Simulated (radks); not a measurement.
Valence configurations of S I (all share [Ne]). All-electron calculation, Dirac Kohn-Sham, LDA (Slater exchange, Perdew-Wang correlation), spin-unpolarised, spherical densities, finite nucleus; open shells fill j = l - 1/2 first; Fermi nuclear charge, rms radius 3.2611 fm. Program: a radial shooting solver on a logarithmic mesh with Libxc functionals. Energies are relative to 3s2 3p4; eigenvalues in eV.

valence      E (eV)  e(3p1/2)  e(3p3/2)  e(3s1/2)
3s2 3p4       0.000    -7.154    -7.068   -17.268
3s1.5 3p4.5   5.117    -7.433    -7.346   -17.615
3s1 3p5      10.269    -7.703    -7.613   -17.949
3s0.5 3p5.5  15.452    -7.963    -7.872   -18.270
3p6          20.667    -8.214    -8.122         -

NIST lists [Ne] 3s2 3p4 as the ground configuration; this level of theory agrees among the configurations tried. The energies are those of spherical spin-averaged densities, not of single terms.
